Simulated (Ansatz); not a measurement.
One change: `C[N](C)[Hf]([NH2])([NH2])[F]` becomes `[NH2][Hf]([NH2])([OH])[F]`.

Ansatz, PBE0-D4/def2-TZVP geometries, multiplicity 1. Each molecule was computed in one conformer, which needn't be the lowest.

Elements past krypton have def2 core potentials.

```csv
property,`C[N](C)[Hf]([NH2])([NH2])[F]`
size of the dipole moment (PBE/def2-TZVPP) / D,1.91
HOMO–LUMO gap (B3LYP/def2-TZVPP) / eV,5.84
HOMO–LUMO gap (ωB97M-V/def2-TZVPP) / eV,9.74
size of the dipole moment (B3LYP/def2-TZVPP) / D,1.95
HOMO energy (PBE/def2-TZVPP) / eV,-5.04
LUMO energy (B3LYP/def2-TZVPP) / eV,-0.27
```

Task: What does the change do to each property? (Estimate.)

Result: Computed: 
```tsv
property	`[NH2][Hf]([NH2])([OH])[F]`	shift
size of the dipole moment (PBE/def2-TZVPP) / D	2.40	0.49
HOMO–LUMO gap (B3LYP/def2-TZVPP) / eV	6.51	0.67
HOMO–LUMO gap (ωB97M-V/def2-TZVPP) / eV	10.60	0.86
size of the dipole moment (B3LYP/def2-TZVPP) / D	2.47	0.52
HOMO energy (PBE/def2-TZVPP) / eV	-5.76	-0.72
LUMO energy (B3LYP/def2-TZVPP) / eV	-0.42	-0.15
```

With PBE0 the HOMO falls by 0.88 eV and the LUMO falls by 0.13 eV, so the gap widens by about 0.75 eV. PBE moves the HOMO by -0.72 eV and ωB97M-V by -0.96 eV. Dipoles are sizes alone; their direction can turn.

B3LYP here is the variant with VWN-RPA as its local correlation; programs differ in this.
